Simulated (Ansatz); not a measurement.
Dimer: C2H2 (SMILES C#C) (first 4 atoms) with N2 (SMILES N#N); geometry from B3LYP-D3(BJ)/def2-TZVP, rigid monomers moved along the line of their centres of mass till H4···N6 is 2.34 Å.
(charge 0, multiplicity 1):
```xyz
6

C     -0.437     0.428    -1.031
C     -0.041     0.040     0.030
H     -0.790     0.773    -1.972
H      0.309    -0.302     0.974
N      0.403    -0.396     4.389
N      0.476    -0.467     3.303
```

Monomers are frozen at their geometry in the pair; levels with a basis set take the counterpoise correction.

Cores are frozen in the correlated methods. CBS(a, b) extrapolates the correlation energy as X⁻³ and adds the Hartree–Fock energy of set b.

The values were computed with Ansatz (a program for electronic structure) with Gaussian orbitals. 

Task: What is the computed interaction energy (r2SCAN/def2-TZVPPD)?

Result: 5 meV

Task: Estimate the interaction energy that MP2/CBS(aug-cc-pVDZ, aug-cc-pVTZ) + ΔCCSD(T)/aug-cc-pVDZ returns for this input.

Result: -17 meV

Task: Predict the interaction energy from MP2/CBS(aug-cc-pVDZ, aug-cc-pVTZ).

Result: -23 meV
